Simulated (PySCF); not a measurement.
A PySCF script (with the pyscf-properties extension) for the NMR shieldings of SMILES COB1CB(C)BS1, C$_{3}$H$_{9}$B$_{3}$OS, on a GFN2-xTB geometry:

```python
import basis_set_exchange as bse
import numpy as np
from pyscf import gto, dft
from pyscf.prop import nmr

atoms = """
C     3.244782    0.056335   -0.078027
O     2.005651    0.418199   -0.650308
B     0.856049   -0.204970   -0.455676
C    -0.523305    0.270542   -1.082830
B    -1.561682   -0.122994    0.057459
C    -2.617923    0.924947    0.581183
B    -1.117966   -1.569634    0.742595
S     0.658522   -1.696467    0.645189
H     3.520072   -0.957206   -0.376649
H     3.992003    0.764257   -0.436085
H     3.189208    0.094167    1.012111
H    -0.522969    1.310028   -1.409084
H    -0.709488   -0.334249   -1.974356
H    -2.712069    0.938268    1.665705
H    -3.595449    0.618529    0.204429
H    -2.450248    1.945096    0.242341
H    -1.662184   -2.442819    1.302092
"""
names = dict.fromkeys(["C", "O", "B", "S", "H"], "pcSseg-1")
basis = {el: gto.basis.parse(bse.get_basis(n, elements=[el], fmt="nwchem")) for el, n in names.items()}
mol = gto.M(atom=atoms, basis=basis, charge=0, verbose=0)
mf = dft.RKS(mol, xc="PBE0")
mf.grids.level = 2
mf.grids.alignment = dft.numint.BLKSIZE   # the property module wants whole blocks of grid points
mf.conv_tol = 1e-9
mf.kernel()

calc = nmr.RKS(mf)   # GIAO
C = mf.mo_coeff
Co = C[:, mf.mo_occ > 0]
resp = mf.gen_response(singlet=True, hermi=2)
def vind(x):   # induced exchange potential for any number of trial vectors
    d = np.einsum("pi,xij,qj->xpq", C, 2 * x.reshape(-1, C.shape[1], Co.shape[1]), Co, optimize=True)
    return np.einsum("xpq,pi,qj->xij", resp(d - d.transpose(0, 2, 1)), C, Co, optimize=True).ravel()
mo1, _ = nmr.rhf.solve_mo1(calc, with_cphf=vind)
sigma = calc.kernel(mo1)
for i, s in enumerate(sigma):   # ppm
    w = np.linalg.eigvalsh((s + s.T) / 2)
    print("%2d %-2s iso %8.1f  s11 %8.1f  s22 %8.1f  s33 %8.1f" % (i, mol.atom_pure_symbol(i), w.mean(), *w))
```

Question: What are the results?

Answer: 
```
 0 C  iso    129.1  s11    100.8  s22    104.9  s33    181.6
 1 O  iso    182.3  s11     10.8  s22    191.7  s33    344.2
 2 B  iso     54.4  s11     32.8  s22     50.1  s33     80.1
 3 C  iso    145.0  s11    122.4  s22    153.3  s33    159.4
 4 B  iso      5.8  s11    -59.8  s22    -39.3  s33    116.5
 5 C  iso    171.2  s11    149.0  s22    179.4  s33    185.0
 6 B  iso     15.0  s11    -65.6  s22    -21.4  s33    132.2
 7 S  iso    291.0  s11    -54.2  s22    215.7  s33    711.5
 8 H  iso     27.4  s11     23.7  s22     25.7  s33     32.9
 9 H  iso     27.4  s11     23.4  s22     25.8  s33     33.2
10 H  iso     27.6  s11     24.1  s22     25.9  s33     32.8
11 H  iso     30.1  s11     26.8  s22     29.7  s33     33.7
12 H  iso     29.9  s11     26.8  s22     28.4  s33     34.7
13 H  iso     30.2  s11     27.2  s22     28.3  s33     35.1
14 H  iso     30.8  s11     26.5  s22     28.9  s33     37.1
15 H  iso     30.3  s11     26.4  s22     30.0  s33     34.6
16 H  iso     22.9  s11     15.8  s22     25.4  s33     27.5
```

These numbers come from an equivalent density-fitted implementation of the same equations, which agrees with the script to about 0.01 ppm for H and up to a few tenths of a ppm for heavy atoms, so last digits may differ.

Size and cost of the density-fitted run: 188 basis functions, 32 s wall time on 1 thread of an Arm Neoverse V1, shared host; peak memory 0.84 GiB.
